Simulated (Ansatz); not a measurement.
How methods differ on SiHBr (SMILES [SiH]Br)

SiHBr: 3 atoms, total charge 0, spin state singlet. SMILES: `[SiH]Br`. The coordinates come from a PBE0-D4/def2-TZVP relaxation.

```xyz
3

Si   -0.6247    0.5219   -0.2961
Br    1.3409    0.4015    0.7814
H    -0.7271   -0.9883   -0.4986
```

Each level gives the energy change with the Si1–Br2 bond stretched from 2.245 to 4.490 Å (eV). The values are calculated.

```json
{"level": "HF/STO-3G (restricted)", "kind": "Hartree–Fock", "program": "Ansatz", "value (eV)": "6.61", "less FCI/STO-3G": "+2.34", "CPU time (all runs)": "0.41 s"}
{"level": "BLYP/STO-3G (restricted)", "kind": "GGA", "program": "Ansatz", "value (eV)": "4.71", "less FCI/STO-3G": "+0.44", "CPU time (all runs)": "5.3 s"}
{"level": "PBE/STO-3G (restricted)", "kind": "GGA", "program": "Ansatz", "value (eV)": "4.94", "less FCI/STO-3G": "+0.67", "CPU time (all runs)": "6.1 s"}
{"level": "r2SCAN/STO-3G (restricted)", "kind": "meta-GGA", "program": "Ansatz", "value (eV)": "5.13", "less FCI/STO-3G": "+0.86", "CPU time (all runs)": "11 s"}
{"level": "BHLYP/STO-3G (restricted)", "kind": "global hybrid", "program": "Ansatz", "value (eV)": "5.95", "less FCI/STO-3G": "+1.68", "CPU time (all runs)": "3 s"}
{"level": "PBE0/STO-3G (restricted)", "kind": "global hybrid", "program": "Ansatz", "value (eV)": "5.61", "less FCI/STO-3G": "+1.34", "CPU time (all runs)": "5.2 s"}
{"level": "CAM-B3LYP/STO-3G (restricted)", "kind": "range-separated hybrid", "program": "Ansatz", "value (eV)": "5.98", "less FCI/STO-3G": "+1.71", "CPU time (all runs)": "3.4 s"}
{"level": "MP2/STO-3G (restricted)", "kind": "perturbation theory", "program": "Ansatz", "value (eV)": "5.54", "less FCI/STO-3G": "+1.27", "CPU time (all runs)": "0.66 s"}
{"level": "FCI/STO-3G", "kind": "exact in the basis", "program": "Ansatz", "value (eV)": "4.27", "less FCI/STO-3G": "0.00", "CPU time (all runs)": "1.6 s"}
```

FCI/STO-3G is exact within its basis and frozen core, so for wave-function methods in that basis the difference is their error; functionals converge differently with the basis, so for them it is only a difference. A spin-restricted reference rises too steeply as a bond breaks; here HF/STO-3G, BLYP/STO-3G, PBE/STO-3G, r2SCAN/STO-3G, BHLYP/STO-3G, PBE0/STO-3G, CAM-B3LYP/STO-3G, MP2/STO-3G lie well above the multireference or unrestricted value. All-electron rows without a relativistic Hamiltonian named are non-relativistic. The first shape isn't each level's own minimum. The values span 4.27 to 6.61 eV. All rows use very small basis sets, so none should be taken for the real molecule's value. In the correlated wave-function rows the outer d shell of Br is correlated, in sets not made for it. Times are those of the runs behind each value, whatever else they computed, on shared processors of several kinds: orders of magnitude only.
